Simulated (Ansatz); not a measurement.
CH$_{5}$FGaN, SMILES `[NH2][GaH][CH2]F`, relaxed with RKS PBE-D4/def2-SVP in the Gaussian-basis code of Ansatz from a rough embedded geometry. The force threshold is 0.03 eV/Å; the program also tests the step.

Total charge 0; spin multiplicity 1.

Start:

```xyz
9

N    -1.844    0.026    0.370
Ga   -0.252    0.062   -0.516
C     1.245   -0.075   -0.136
F     2.453   -0.404   -0.831
H    -1.597   -0.271    1.376
H    -1.759    1.072    0.351
H    -0.581   -1.076   -1.237
H     1.240   -0.407    0.851
H     1.096    1.073   -0.228
```

Q: How much energy does the relaxation release, and in how many steps? (Best estimate.)

A: The calculation gave: 159.83 kcal/mol, in 19 steps, 1 of them rejected.

Q: Which bonds change most? (Best estimate.)

A: Ansatz gave: Ga2–C3 from 1.550 to 2.000 Å; Ga2–H7 from 1.386 to 1.572 Å; C3–H8 from 1.041 to 1.115 Å; N1–H5 from 1.078 to 1.022 Å.

Q: Give the relaxed structure. (Best estimate.)

A: The calculation gave: 
```xyz
9

N    -1.725    0.235    0.556
Ga   -0.395   -0.262   -0.595
C     1.495    0.017   -0.002
F     2.377   -0.625   -0.871
H    -1.585    0.632    1.486
H    -2.720    0.147    0.340
H    -0.840   -0.875   -1.973
H     1.651   -0.374    1.030
H     1.742    1.104    0.029
```
